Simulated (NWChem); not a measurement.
# C₂H₅O₂ cation; SMILES C[OH+]C=O

```xyz
9

C      0.1507     1.7751     0.1547
O     -0.3507     0.3903     0.1541
C      0.3955    -0.8579    -0.2077
O     -0.1719    -1.8628    -0.1419
H      1.1945     1.7200    -0.1756
H     -0.4569     2.3479    -0.5552
H      0.0816     2.1529     1.1811
H     -1.2809     0.2325     0.4233
H      1.4208    -0.5595    -0.4895
```
Atoms are numbered in this order, from 1.

Level: PBE0/def2-SVP (NWChem), optimised geometry, unscaled harmonic frequencies. 

```
frequency (cm⁻¹)  IR intensity (km/mol)
----------------  ---------------------
25                                  0.9
135                                 0.8
274                                12.8
466                                14.3
472                               202.4
770                               442.5
934                                34.3
976                                 2.3
1154                                0.3
1155                                6.4
1305                                8.0
1391                               57.9
1445                               22.2
1453                                2.5
1474                               44.0
2046                              275.1
3105                                0.2
3179                                5.3
3246                                5.3
3253                                8.0
3663                              291.1
```

```yaml
zero_point_energy: 45.6 kcal/mol
thermal correction to the enthalpy at 298.15 K (with zero-point energy): 49.7 kcal/mol
heat capacity Cv: 16.8 cal/(mol K)
entropy at 298.15 K and 1 atm (symmetry number 1): 74.6 cal/(mol K)
```

Rigid rotor and harmonic oscillator; modes under 100 cm⁻¹ make the entropy uncertain.
